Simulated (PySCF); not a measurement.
C₄H₉FSi, SMILES CC[SiH2]/C=C\F.

Geometry: PBE0-D3(BJ)/def2-SVP. The structure was generated by enumeration; whether it is a known compound was not checked. The values are those of a single conformer.

The numbers are results of SMD-M06-2X/6-31G* (PySCF), not measurements.

Solvation free energies are E(SMD) − E(gas) at the gas-phase geometry, for 1 M in both phases. In vacuum the dipole moment is 1.84 D.

Question: Estimate the solvation free energies in water, chlorobenzene, diethylether. (An estimate is asked for; the answer gives what the named calculation found.)

Answer: 
```
solvent        ΔG(solv) (kcal/mol)  its non-electrostatic (CDS) part  dipole (D)
-------------  -------------------  --------------------------------  ----------
water                          2.1                               5.3        2.49
chlorobenzene                 -2.8                              -0.4        2.30
diethylether                  -2.8                              -0.6        2.25
```
